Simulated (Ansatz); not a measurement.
Basis-set series for `[NH2][Ga]([NH2])[Cl]`. Total charge 0; spin multiplicity 1. The structure was optimised at the PBE0-D4/def2-TZVP level. It is one conformer, not always the lowest.

```xyz
8

N    -0.256    0.683    1.479
Ga   -0.068    0.353   -0.288
N     0.363   -1.240   -1.025
Cl   -0.383    1.997   -1.628
H    -0.701    1.533    1.784
H    -0.375   -0.059    2.148
H     0.767   -1.984   -0.482
H     0.652   -1.283   -1.988
```

| functional | basis | functions | energy (Eh) | HOMO (eV) | LUMO (eV) |
| --- | --- | --- | --- | --- | --- |
| PBE0-D4 | def2-SVP | 98 | -2496.06330 | -7.06 | 0.07 |
| PBE0-D4 | def2-TZVPP | 208 | -2496.60822 | -7.35 | -0.28 |
| ωB97M-V | def2-SVP | 98 | -2496.41909 | -9.41 | 1.83 |
| ωB97M-V | def2-TZVPP | 208 | -2496.96574 | -9.73 | 1.38 |

Q: Give the rows for def2-QZVPP. (An estimate is asked.)

A: Computed: 
```csv
functional,basis,functions,energy (Eh),HOMO (eV),LUMO (eV)
PBE0-D4,def2-QZVPP,393,-2496.67309,-7.42,-0.51
ωB97M-V,def2-QZVPP,393,-2497.02816,-9.81,0.97
```

Positive LUMOs are unbound and depend on the basis. Scalar relativity is left out up to krypton.
